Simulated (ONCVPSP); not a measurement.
copper: ONCV pseudisation with LDA (Perdew-Wang 92), scalar-relativistic reference atom.

The input file (ONCVPSP 4.0.1):

```
# ATOM AND REFERENCE CONFIGURATION
# atsym  z   nc   nv     iexc    psfile
  Cu 29.00    3    4  -001012      upf
#
#   n    l    f
    1    0    2.00
    2    0    2.00
    2    1    6.00
    3    0    2.00
    3    1    6.00
    3    2   10.00
    4    0    1.00
#
# PSEUDOPOTENTIAL AND OPTIMIZATION
# lmax
    2
#
#   l,   rc,      ep,       ncon, nbas, qcut
    0    1.45    0.00    5    9   10.50
    1    0.70    0.00    4    9   13.90
    2    1.05    0.00    4    9   13.20
#
# LOCAL POTENTIAL
# lloc, lpopt,  rc(5),   dvloc0
    4    1    0.55    2.00
#
# VANDERBILT-KLEINMAN-BYLANDER PROJECTORs
# l, nproj, debl
    0    3    3.90
    1    2    1.20
    2    2    3.20
#
# MODEL CORE CHARGE
# icmod, fcfact, rcfact
    2    0.75    0.70
#
# LOG DERIVATIVE ANALYSIS
# epsh1, epsh2, depsh
   -6.00    5.00    0.04
#
# OUTPUT GRID
# rlmax, drl
    6.00    0.01
#
# TEST CONFIGURATIONS
# ncnf
    4
# nvcnf
#   n    l    f
    4
    3    0    2.00
    3    1    6.00
    3    2   10.00
    4    0    0.00
#
    4
    3    0    2.00
    3    1    6.00
    3    2    9.00
    4    0    0.00
#
    4
    3    0    2.00
    3    1    6.00
    3    2    8.00
    4    0    0.00
#
    4
    3    0    2.00
    3    1    5.00
    3    2   10.00
    4    0    1.00
#
```

Command:

```bash
oncvpsp.x < Cu.dat > Cu.out
```

Resulting log (shortened: citation, most of the input echo, consistency checks and plot data are left out):

```
ONCVPSP  (Optimized Norm-Conservinng Vanderbilt PSeudopotential)
scalar-relativistic version 4.0.1

#   n    l    f        energy (Ha)
    1    0    2.00    -3.2461996E+02
    2    0    2.00    -3.8968717E+01
    2    1    6.00    -3.3678021E+01
    3    0    2.00    -4.1949477E+00
    3    1    6.00    -2.6471307E+00
    3    2   10.00    -1.9566612E-01
    4    0    1.00    -1.7853985E-01

Reference configufation results
  iterations    39
  all-electron total energy (Ha)   -1.65226354D+03

Begin loop to  construct optimized pseudo wave functions
and semi-local pseudopoentials for all angular momenta

   Wellstate for l =  0  n =  6
     eigenvalue =   3.7215
     asymptotic potential =   4.2215
     half-point radius =  3.0575

Calculating optimized projector #   1

 for l=   0

    Fraction of norm inside rc  0.985214
    Optimizing pswf for qcut=  10.49 a_B^-1,  ecut=  55.04 Ha
    Residual kinetic energy error=  1.71D-07 Ha

    Energy error per electron        Cutoff
         Ha          eV             Ha
         0.01000     0.27211       13.09
         0.00100     0.02721       31.72
         0.00010     0.00272       40.13
         0.00001     0.00027       46.13

Calculating optimized projector #   2

 for l=   0

    Fraction of norm inside rc  0.068300
    Optimizing pswf for qcut=  10.49 a_B^-1,  ecut=  55.04 Ha
    Residual kinetic energy error=  1.48D-07 Ha

    Energy error per electron        Cutoff
         Ha          eV             Ha
         0.01000     0.27211        8.77
         0.00100     0.02721       24.29
         0.00010     0.00272       36.47
         0.00001     0.00027       44.50

Calculating optimized projector #   3

 for l=   0

    Fraction of norm inside rc  0.097757
    Optimizing pswf for qcut=  10.49 a_B^-1,  ecut=  55.04 Ha
    Residual kinetic energy error=  2.16D-06 Ha

    Energy error per electron        Cutoff
         Ha          eV             Ha
         0.01000     0.27211       12.09
         0.00100     0.02721       34.36
         0.00010     0.00272       43.92
         0.00001     0.00027       50.81

WARNING wellstate: negative energy specified for n= 4 l=  1
WARNING scattering state with energy  0.25000000
WARNING will be used for the first projector

   Wellstate for l =  1  n =  4
     eigenvalue =   0.2500
     asymptotic potential =   0.7500
     half-point radius =  3.5573

Calculating optimized projector #   1

 for l=   1

    Fraction of norm inside rc  0.486956
    Optimizing pswf for qcut=  13.87 a_B^-1,  ecut=  96.24 Ha
    Residual kinetic energy error=  2.34D-04 Ha

    Energy error per electron        Cutoff
         Ha          eV             Ha
         0.01000     0.27211       35.41
         0.00100     0.02721       80.72
         0.00010     0.00272      149.87
         0.00001     0.00027      521.19

Calculating optimized projector #   2

 for l=   1

    Fraction of norm inside rc  0.028648
    Optimizing pswf for qcut=  13.87 a_B^-1,  ecut=  96.24 Ha
    Residual kinetic energy error=  2.30D-05 Ha

    Energy error per electron        Cutoff
         Ha          eV             Ha
         0.01000     0.27211       24.48
         0.00100     0.02721       35.37
         0.00010     0.00272       79.10
         0.00001     0.00027      200.85

   Wellstate for l =  2  n =  5
     eigenvalue =   3.0043
     asymptotic potential =   3.5043
     half-point radius =  2.8423

Calculating optimized projector #   1

 for l=   2

    Fraction of norm inside rc  0.626419
    Optimizing pswf for qcut=  13.22 a_B^-1,  ecut=  87.36 Ha
    Residual kinetic energy error=  9.88D-05 Ha

    Energy error per electron        Cutoff
         Ha          eV             Ha
         0.01000     0.27211       65.44
         0.00100     0.02721       76.53
         0.00010     0.00272       88.26
         0.00001     0.00027      365.28

Calculating optimized projector #   2

 for l=   2

    Fraction of norm inside rc  0.061430
    Optimizing pswf for qcut=  13.22 a_B^-1,  ecut=  87.36 Ha
    Residual kinetic energy error=  1.12D-04 Ha

    Energy error per electron        Cutoff
         Ha          eV             Ha
         0.01000     0.27211       63.07
         0.00100     0.02721       76.68
         0.00010     0.00272       88.47
         0.00001     0.00027      216.66

Construct Vanderbilt / Kleinmman-Bylander projectors

B matrix Hermiticity error, ll=   0
   1   2    4.2266E-04
   1   3    9.9003E-04
   2   3   -1.5850E-04

  Orthonormal projector coefficients  2.7489E+01  6.2856E+00  5.8020E-01

B matrix Hermiticity error, ll=   1
   1   2    3.5788E-04

  Orthonormal projector coefficients  1.5564E+01  3.1572E+00

B matrix Hermiticity error, ll=   2
   1   2   -3.6906E-04

  Orthonormal projector coefficients -8.0770E+00 -4.1129E+00

Model core correction analysis
  based on d2Exc/dn_idn_j

d2excae - all-electron derivatives

   -4.111604D-02   -3.848420D-02   -2.743010D-02   -1.784614D-03
   -3.848430D-02   -3.698857D-02   -2.694409D-02   -2.188155D-03
   -2.743036D-02   -2.694427D-02   -2.406293D-02   -7.434485D-03
   -1.784612D-03   -2.188100D-03   -7.431552D-03   -3.348891D-02

d2excps - pseudofunction derivatives with no core correction

   -4.949547D-02   -4.119383D-02   -3.026480D-02   -2.321553D-03
   -4.119435D-02   -3.952237D-02   -3.047213D-02   -2.318546D-03
   -3.026518D-02   -3.047232D-02   -2.618383D-02   -7.502542D-03
   -2.321701D-03   -2.318495D-03   -7.499610D-03   -3.351983D-02

rms 2nd derivative error    2.930513E-03

amplitude prefactor, scale prefactor
   13.5753    1.1493

d2excps - pseudofunction derivatives with core correction

   -3.809357D-02   -3.671671D-02   -2.799380D-02   -1.738954D-03
   -3.671668D-02   -3.715310D-02   -2.912024D-02   -2.096464D-03
   -2.799393D-02   -2.912039D-02   -2.537339D-02   -7.391807D-03
   -1.738945D-03   -2.096405D-03   -7.388874D-03   -3.348997D-02

rms 2nd derivative error    1.305262E-03

Pseudoatom total energy -195.902102

Diagnostic tests using Vanderbilt-Kleinman-Bylander pseudopotentials
  1 or more projectors used as specified by nproj input data

   l    rcore       rmatch      e in        delta e   norm test  slope test

   0   1.4532604   1.4973846  -4.1949477   0.0000065   1.0002613   1.0002284
   0   1.4532604   1.4973846  -0.1785398   0.0000024   1.0000277   1.0000192
   0   1.4532604   1.4973846   3.7214602   0.0000567   1.0003261   1.0003261

   1   0.7004704   0.7217382  -2.6471307  -0.0000848   1.0002275   1.0003570
   1   0.7004704   0.7217382   0.2500000   0.0000779   1.0005582   1.0005582

   2   1.0520890   1.0840327  -0.1956661  -0.0000046   1.0001286   1.0001294
   2   1.0520890   1.0840327   3.0043339   0.0000336   1.0004023   1.0004023

 Testing for bound ghosts
   n   l    E NL Schr. Eq   E Basis Diag.   E Cutoff

   1   0       -4.194941       -4.194939    213.18
   2   0       -0.178537       -0.096774    213.18

   2   1       -2.647215       -2.628852    803.16

   3   2       -0.195671       -0.176000    400.15

 Testing for highly-localized positive-energy ghosts
       l    <radius>/rc     E Basis Diag.   E Cutoff

       0        0.839397       23.956666    213.18  WARNING - GHOST(+)

Test configuration 0

   n   l     f        eae           eps        diff
   1   0  2.0000 -324.61996195
   2   0  2.0000  -38.96871653
   2   1  6.0000  -33.67802090
   3   0  2.0000   -4.19494765   -4.19494112    6.54D-06
   3   1  6.0000   -2.64713068   -2.64721544   -8.48D-05
   3   2 10.0000   -0.19566612   -0.19567069   -4.56D-06
   4   0  1.0000   -0.17853985   -0.17853747    2.38D-06

    Total energies and differences
      AE_ref= -1.65226354D+03  AE_tst= -1.65226354D+03  dif=  0.00D+00
      PS_ref= -1.95902102D+02  PS_tst= -1.95902102D+02  dif= -3.13D-13
      PSP excitation error=  3.13D-13

Test configuration 1

   n   l     f        eae           eps        diff
   1   0  2.0000 -324.93950587
   2   0  2.0000  -39.27851046
   2   1  6.0000  -33.98869132
   3   0  2.0000   -4.51415194   -4.51369896    4.53D-04
   3   1  6.0000   -2.96742625   -2.96706211    3.64D-04
   3   2 10.0000   -0.51474213   -0.51477716   -3.50D-05

    Total energies and differences
      AE_ref= -1.65226354D+03  AE_tst= -1.65195377D+03  dif=  3.10D-01
      PS_ref= -1.95902102D+02  PS_tst= -1.95592410D+02  dif=  3.10D-01
      PSP excitation error=  7.11D-05

Test configuration 2

   n   l     f        eae           eps        diff
   1   0  2.0000 -325.56606652
   2   0  2.0000  -39.91728589
   2   1  6.0000  -34.62600406
   3   0  2.0000   -5.13741963   -5.13785830   -4.39D-04
   3   1  6.0000   -3.58579148   -3.58603582   -2.44D-04
   3   2  9.0000   -1.10195248   -1.10195725   -4.77D-06

    Total energies and differences
      AE_ref= -1.65226354D+03  AE_tst= -1.65115671D+03  dif=  1.11D+00
      PS_ref= -1.95902102D+02  PS_tst= -1.94795223D+02  dif=  1.11D+00
      PSP excitation error= -4.97D-05

Test configuration 3

psatom: WARNING lschvkbb convergence error n,l,iter=   3   2   3
ea(ii),et,emin,emax -1.956707E-01 -2.152378E-01 -2.152378E-01 -2.152378E-01
run_config: WARNING for fully non-local PS atom, stg. 1
 WARNING no output for configuration 4

Test configuration 4

   n   l     f        eae           eps        diff
   1   0  2.0000 -325.36473794
   2   0  2.0000  -39.58919662
   2   1  6.0000  -34.31291538
   3   0  2.0000   -4.77724639   -4.77886268   -1.62D-03
   3   1  5.0000   -3.22458660   -3.22267055    1.92D-03
   3   2 10.0000   -0.73536438   -0.73617337   -8.09D-04
   4   0  1.0000   -0.51546968   -0.51516737    3.02D-04

    Total energies and differences
      AE_ref= -1.65226354D+03  AE_tst= -1.64934312D+03  dif=  2.92D+00
      PS_ref= -1.95902102D+02  PS_tst= -1.92981667D+02  dif=  2.92D+00
      PSP excitation error= -2.41D-05
```

The run took about 5.7 s on one core of a shared server CPU.
